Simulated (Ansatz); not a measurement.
Consider the formal exchange of groups at the Si–S bond: `C[SiH2]S[SiH](C)Cl` + `C1=NC1` → `C[SiH2]C1C=N1` + `C[SiH](S)Cl`.

Calculated with Ansatz (gas phase, PBE0-D4/def2-TZVP geometries, no zero-point term in ΔE). CCSD(T)/CBS is the MP2 limit (def2-TZVPP, def2-QZVPP) plus CCSD(T) − MP2 in def2-TZVPP, frozen cores. DFT in def2-TZVPP. B3LYP here is the variant with VWN-RPA as its local correlation; programs differ in this. Each species was taken in one conformer, which may not be the lowest.

| level | ΔE (kJ/mol) | difference from CCSD(T)/CBS |
| --- | --- | --- |
| PBE-D4 | 78.5 | 0.3 |
| r2SCAN-D4 | 78.7 | 0.5 |
| PBE0-D4 | 82.2 | 4.0 |
| B3LYP-D4 | 78.4 | 0.2 |
| ωB97X-V | 78.2 | 0.0 |
| ωB97M-V | 78.3 | 0.1 |
| B2PLYP | 72.3 | -5.9 |
| PBE | 71.9 | -6.3 |
| r2SCAN | 76.8 | -1.4 |
| PBE0 | 76.1 | -2.1 |
| B3LYP | 67.7 | -10.5 |
| HF/def2-TZVPP | 73.6 | -4.6 |
| MP2/def2-TZVPP | 79.7 | 1.5 |
| SCS-MP2/def2-TZVPP | 75.5 | -2.7 |
| CCSD/def2-TZVPP | 74.1 | -4.1 |
| CCSD(T)/def2-TZVPP | 74.9 | -3.3 |
| HF/def2-QZVPP | 73.1 | -5.1 |
| MP2/def2-QZVPP | 81.4 | 3.2 |
| SCS-MP2/def2-QZVPP | 77.2 | -1.0 |
| HF/CBS(def2) | 73.0 | -5.2 |
| MP2/CBS(def2) | 83.1 | 4.9 |
| CCSD/CBS(def2) | 77.4 | -0.8 |
| CCSD(T)/CBS | 78.2 | 0 |

Largest T1 diagnostic among the species: 0.012.

From PBE to PBE0 (25 % exact exchange), in def2-TZVPP and without D4, ΔE moves by +4.1 kJ/mol. The D4 term adds +10.7 kJ/mol with B3LYP and +6.1 kJ/mol with PBE0; it sums over pairs of atoms, weighted by their polarisabilities, and B3LYP, whose exchange is more repulsive, gets the larger term.
